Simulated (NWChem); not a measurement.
Species: C3H4N2O; SMILES C1=NCN=CO1

```xyz
10

C      0.0000    -1.1526     0.6256
N      0.0000    -1.2319    -0.6263
C      0.0000     0.0000    -1.3865
N      0.0000     1.2319    -0.6263
C      0.0000     1.1526     0.6256
O      0.0000     0.0000     1.3653
H      0.0000    -2.0327     1.2793
H      0.8780     0.0000    -2.0567
H     -0.8780     0.0000    -2.0567
H      0.0000     2.0327     1.2793
```
Atoms are numbered in this order, from 1.

Level: PBE0/def2-SVP (NWChem), optimised geometry, unscaled harmonic frequencies. 

Q: List the harmonic frequencies with IR intensities, and the thermochemistry.

A: 
```
frequency (cm⁻¹)  IR intensity (km/mol)
----------------  ---------------------
97                                  3.7
436                                 0.0
536                                31.4
577                                18.9
672                                12.3
921                                21.8
941                                 1.0
968                                 0.0
989                                 0.3
1011                                7.9
1066                               14.7
1088                               13.3
1164                              353.3
1282                                0.0
1373                               34.7
1395                               42.4
1403                                2.1
1463                                0.1
1764                               13.5
1863                              268.4
3052                               40.8
3087                               14.0
3203                               17.4
3208                                7.0
```

- zero-point energy: 48.0 kcal/mol
- thermal correction to the enthalpy at 298.15 K (with zero-point energy): 51.5 kcal/mol
- heat capacity Cv: 16.0 cal/(mol K)
- entropy at 298.15 K and 1 atm (symmetry number 2): 69.9 cal/(mol K)
- dipole moment: 1.02 D

Rigid rotor and harmonic oscillator; modes under 100 cm⁻¹ make the entropy uncertain.
